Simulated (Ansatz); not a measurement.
Consider the substitution at a C–Ge bond: `O[CH](Cl)[GeH2][SH]` + HBr → `OC(Cl)Br` + `[SH][GeH3]`.

Computed with Ansatz on PBE0-D4/def2-TZVP structures; ΔE is electronic, products minus reactants. CBS: MP2 limit from def2 TZ/QZ plus the TZ coupled-cluster correction, frozen cores. Functionals use def2-TZVPP. B3LYP here is the variant with VWN-RPA as its local correlation; programs differ in this. HSE06 is defined as in plane-wave codes. For Br, Ge outer-core shells are correlated without core-valence functions, which leaves a few kJ/mol of doubt a bond. Scalar relativity is left out up to krypton. One conformer a species, not always the lowest.

`O[CH](Cl)[GeH2][SH]`:

```xyz
10

O    -1.624   -0.029   -0.198
C    -0.621    0.324    0.676
Cl   -0.791    2.042    1.248
Ge    1.114    0.190   -0.268
S     1.401   -1.915   -0.912
H    -2.464   -0.074    0.271
H    -0.628   -0.266    1.595
H     2.257    0.499    0.703
H     1.075    1.153   -1.461
H     0.281   -1.923   -1.655
```

HBr:

Cartesian coordinates in Å:
```
Br -0.142 -0.688 0.106
H 0.142 0.688 -0.106
```

`OC(Cl)Br`:

Z-matrix (Å, degrees):
```
C
Cl 1 1.781
Br 1 1.968 2 108.8
O 1 1.348 2 112.9 3 -125.4
H 1 1.085 2 107.7 3 114.2
H 4 0.965 1 109.7 2 60.3
```

`[SH][GeH3]`:

Z-matrix (Å, degrees):
```
Ge
S 1 2.224
H 1 1.536 2 110.4
H 1 1.533 2 104.8 3 119.2
H 1 1.536 2 110.4 3 -121.7
H 2 1.343 1 94.6 3 60.6
```

```tsv
level	ΔE (kJ/mol)	difference from CCSD(T)/CBS
PBE-D4	28.4	-11.3
PBE0-D4	32.8	-6.9
B3LYP-D4	33.5	-6.2
r2SCAN0-D4	33.8	-5.9
CAM-B3LYP-D4	36.1	-3.6
ωB97M-V	36.0	-3.7
PBE	24.9	-14.8
revPBE	23.3	-16.4
PBE0	29.4	-10.3
r2SCAN0	32.2	-7.5
HSE06	29.2	-10.5
CAM-B3LYP	32.4	-7.3
HF/def2-SVP	43.1	3.4
HF/def2-TZVPP	34.7	-5.0
MP2/def2-TZVPP	39.5	-0.2
HF/CBS(def2)	33.9	-5.8
CCSD(T)/CBS	39.7	0
```

Largest T1 diagnostic among the species: 0.011.

From BLYP to BHLYP (50 % exact exchange), in def2-TZVPP and without D4, ΔE moves by +8.8 kJ/mol. The D4 term adds +5.3 kJ/mol with B3LYP and +3.4 kJ/mol with PBE0; it sums over pairs of atoms, weighted by their polarisabilities, and B3LYP, whose exchange is more repulsive, gets the larger term.

CCSD(T)/CBS has its own doubt, a few kJ/mol and more with outer-core shells, so smaller differences from it don't rank the levels.
